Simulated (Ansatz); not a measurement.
Geometry optimisation, Ansatz 0.2.0, RKS BHLYP-D4/def2-SVP.

The input (input.yaml):

```yaml
crystal:
  periodic: [false, false, false]
  atoms:
    - { symbol: Ga, position_ang: [0.021607, -0.374658, -0.506697] }
    - { symbol: Cl, position_ang: [0.020985, -0.0772, 2.915415] }
    - { symbol: H, position_ang: [1.42924, 0.18196, -0.844197] }
    - { symbol: H, position_ang: [-1.412473, 0.131026, -0.812435] }
    - { symbol: F, position_ang: [0.05878, -1.89546, 0.322684] }
    - { symbol: H, position_ang: [0.027862, -1.277168, 2.34493] }
basis:
  gaussian: { orbitals: def2-SVP }
hamiltonian:
  xc: { name: BHLYP }
  dispersion: d4
relax:
  f_tol: 0.03
  max_steps: 50
```

Launched with:

```bash
$ ansatz run input.yaml --threads 1 --pin off --max-ram 2048MiB --backend cpu --events-out ev --progress --plain --runs-dir out
```

**Question.** Where does it end, and by what steps?

**Answer.** It converged. After 5 steps the energy has fallen by 0.148 eV; Cl2 moved furthest, 0.43 Å.

| step | energy less start (eV) | largest force component (eV/Å) | accepted |
| --- | --- | --- | --- |
| 0 | 0.0000 | 1.124 | yes |
| 1 | -0.0893 | 0.605 | yes |
| 2 | -0.1382 | 0.307 | yes |
| 3 | -0.1384 | 0.240 | yes |
| 4 | -0.1475 | 0.079 | yes |
| 5 | -0.1480 | 0.010 | yes |

```xyz
6
Properties=species:S:1:pos:R:3
Ga 0.018 -0.346 -0.288
Cl 0.022 -0.018 2.492
H 1.428 0.181 -0.651
H -1.414 0.127 -0.643
F 0.050 -1.997 0.405
H 0.042 -1.259 2.105
```

Whether the end is a true minimum wasn't checked by a vibrational analysis.

Run time: 20 s on 1 thread of Arm Neoverse V1 (shared host), peak memory 0.16 GiB.
